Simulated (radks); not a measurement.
Fractional charge and spin in the 5p shell of cerium: the spin-up occupation runs from 2 to 3 and the spin-down occupation from 2 to 3; the fullest corner is Ce2+, [Kr] 4d10 4f(up 1, down 1) 5s2 5p(up 3, down 3). Calculated with a radial shooting solver on a logarithmic mesh with Libxc functionals: scalar-relativistic Kohn-Sham, LDA (Slater exchange, Perdew-Wang correlation), spin-polarised, spherical densities, point nucleus. Energy (eV) minus the two flat planes that join the four corners (they meet along the diagonal where the two added fractions sum to one electron); zero is where a piecewise linear energy would lie.

down \ up,2,2.25,2.5,2.75,3
2,0.000,-1.120,-1.488,-1.112,0.000
2.25,-1.120,-1.441,-1.020,0.135,-1.053
2.5,-1.488,-1.020,0.180,-0.966,-1.398
2.75,-1.112,0.135,-0.966,-1.355,-1.043
3,0.000,-1.053,-1.398,-1.043,0.000

Corners above the fullest one (they belong to Ce3+ and the next ion): (up 3, down 2) 38.896 eV, (up 2, down 3) 38.896 eV, (up 2, down 2) 90.064 eV. With half an added electron in each spin the energy lies 0.180 eV from the planes, and with half an added electron in spin up alone -1.488 eV. The planes are only a guide here: the flat-plane condition holds for ground states with one frontier orbital, while this shell lies below other occupied shells, so the corners above the fullest one are inner-hole states and not the ground states of those ions.
